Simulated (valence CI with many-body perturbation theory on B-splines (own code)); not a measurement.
## How close is CI+MBPT for P?

Calculated by relativistic CI+MBPT: five valence electrons over a frozen Dirac-Fock core [Ne], a basis of 10 s, 10 p, 9 d, 7 f, 4 g, 2 h functions for each j, with the one-electron correlation potential Σ1, the two-electron term Σ2, the three-electron term Σ3, Breit, model QED; selected CI, second order for the rest, scaled by the run's own slope (own B-spline code, finite nucleus).

Set against measurement, 25 paired levels are off by 60 cm⁻¹ on average, the worst by 174. These come from a selection out of the NIST Handbook of Basic Atomic Spectroscopic Data. Levels without a partner in it may be off by more. Among the levels kept, up to 1300 cm⁻¹ of a level comes from second order outside the variational space, and about a tenth of that is noise between levels of different J, which matters for small intervals.

Measured levels: NIST Handbook of Basic Atomic Spectroscopic Data (Sansonetti and Martin, J. Phys. Chem. Ref. Data 34, 1559 (2005)). Pairs share parity and J, and are chosen by configuration, term and nearness in energy; levels without a clear partner are left out. Energies in cm⁻¹ above the measured ground level.

Names give the largest LS component (configuration and term), which can be under half, so a name can repeat, a term be missing and a line seem to break the LS rules; names also repeat where a configuration has a term twice. Letters in brackets count levels of one name in rising energy.

| Computed label | Label in the source | Measured | Computed | Difference |
| --- | --- | --- | --- | --- |
| 3s²3p³ ⁴S°_3/2 | 3s2 3p3 4S° | 0 | 0.0 | 0 |
| 3s²3p³ ²D°_3/2 | 3s2 3p3 2D° | 11361.0 | 11466.3 | +105 |
| 3s²3p³ ²D°_5/2 | 3s2 3p3 2D° | 11376.6 | 11445.1 | +68 |
| 3s²3p³ ²P°_1/2 | 3s2 3p3 2P° | 18722.7 | 18896.3 | +174 |
| 3s²3p³ ²P°_3/2 | 3s2 3p3 2P° | 18748.0 | 18919.9 | +172 |
| 3s²3p²4s ⁴P_1/2 | 3s2 3p2(3P) 4s 4P | 55939.4 | 55915.0 | -24 |
| 3s²3p²4s ⁴P_3/2 | 3s2 3p2(3P) 4s 4P | 56090.6 | 56074.8 | -16 |
| 3s²3p²4s ⁴P_5/2 | 3s2 3p2(3P) 4s 4P | 56339.7 | 56306.3 | -33 |
| 3s²3p²4s ²P_1/2 | 3s2 3p2(3P) 4s 2P | 57876.6 | 57854.0 | -23 |
| 3s²3p²4s ²P_3/2 | 3s2 3p2(3P) 4s 2P | 58174.4 | 58158.7 | -16 |
| 3s3p⁴ ⁴P_5/2 | 3s 3p4 4P | 59534.5 | 59447.5 | -87 |
| 3s3p⁴ ⁴P_3/2 | 3s 3p4 4P | 59715.9 | 59663.2 | -53 |
| 3s3p⁴ ⁴P_1/2 | 3s 3p4 4P | 59820.4 | 59737.8 | -83 |
| 3s²3p²4p ²S°_1/2 | 3s2 3p2(3P) 4p | 64239.6 | 64196.4 | -43 |
| 3s²3p²4s ²D_3/2 | 3s2 3p2(1D) 4s 2D | 65156.2 | 65234.2 | +78 |
| 3s²3p²4s ²D_5/2 | 3s2 3p2(1D) 4s 2D | 65157.1 | 65208.1 | +51 |
| 3s²3p²4p ⁴D°_1/2 | 3s2 3p2(3P) 4p 4D° | 65373.6 | 65333.1 | -40 |
| 3s²3p²4p ⁴D°_3/2 | 3s2 3p2(3P) 4p 4D° | 65450.1 | 65412.9 | -37 |
| 3s²3p²4p ⁴D°_5/2 | 3s2 3p2(3P) 4p 4D° | 65585.1 | 65532.1 | -53 |
| 3s²3p²4p ⁴D°_7/2 | 3s2 3p2(3P) 4p 4D° | 65788.5 | 65732.5 | -56 |
| 3s²3p²4p ⁴P°_1/2 | 3s2 3p2(3P) 4p 4P° | 66343.4 | 66298.1 | -45 |
| 3s²3p²4p ⁴P°_3/2 | 3s2 3p2(3P) 4p 4P° | 66360.3 | 66314.6 | -46 |
| 3s²3p²4p ⁴P°_5/2 | 3s2 3p2(3P) 4p 4P° | 66544.2 | 66484.0 | -60 |
| 3s²3p²4p ²D°_3/2 [a] | 3s2 3p2(3P) 4p 2D° | 66813.3 | 66792.8 | -20 |
| 3s²3p²4p ⁴S°_3/2 | 3s2 3p2(3P) 4p | 66834.6 | 66766.4 | -68 |
| 3s²3p²4p ²D°_5/2 [a] | 3s2 3p2(3P) 4p 2D° | 67113.9 | 67061.3 | -53 |

Over 25 excited levels the mean absolute difference is 60 cm⁻¹, the median 53 and the largest 174. The comparison draws on a selection of the measured levels: 26 of the 56 computed ones have a partner in it, and others may be off by more.

Rates against NIST Handbook of Basic Atomic Spectroscopic Data (Sansonetti and Martin, J. Phys. Chem. Ref. Data 34, 1559 (2005)):

```tsv
λ vac, measured (nm)	Upper	Lower	A computed (s⁻¹)	A tabulated (s⁻¹)
167.46	3s3p⁴ ⁴P_3/2	3s²3p³ ⁴S°_3/2	6.01e+06	7.73e+07
167.97	3s3p⁴ ⁴P_5/2	3s²3p³ ⁴S°_3/2	5.73e+06	8.45e+07
177.49	3s²3p²4s ⁴P_5/2	3s²3p³ ⁴S°_3/2	2.04e+08	2.38e+08
178.28	3s²3p²4s ⁴P_3/2	3s²3p³ ⁴S°_3/2	2.02e+08	2.38e+08
178.76	3s²3p²4s ⁴P_1/2	3s²3p³ ⁴S°_3/2	2.02e+08	2.52e+08
213.61	3s²3p²4s ²P_3/2	3s²3p³ ²D°_3/2	2.16e+07	2.11e+07
213.69	3s²3p²4s ²P_3/2	3s²3p³ ²D°_5/2	2.59e+08	2.83e+08
214.98	3s²3p²4s ²P_1/2	3s²3p³ ²D°_3/2	2.88e+08	3.18e+08
215.36	3s²3p²4s ²D_3/2	3s²3p³ ²P°_1/2	2.82e+07	4.85e+07
215.47	3s²3p²4s ²D_5/2	3s²3p³ ²P°_3/2	3.41e+07	5.80e+07
253.47	3s²3p²4s ²P_3/2	3s²3p³ ²P°_1/2	1.57e+07	2.00e+07
253.64	3s²3p²4s ²P_3/2	3s²3p³ ²P°_3/2	7.44e+07	9.50e+07
255.40	3s²3p²4s ²P_1/2	3s²3p³ ²P°_1/2	5.64e+07	7.10e+07
952.84	3s²3p²4p ⁴S°_3/2	3s²3p²4s ⁴P_5/2	2.00e+07	1.80e+07
975.34	3s²3p²4p ⁴P°_1/2	3s²3p²4s ⁴P_3/2	2.16e+07	2.40e+07
979.95	3s²3p²4p ⁴P°_5/2	3s²3p²4s ⁴P_5/2	1.96e+07	2.10e+07
```
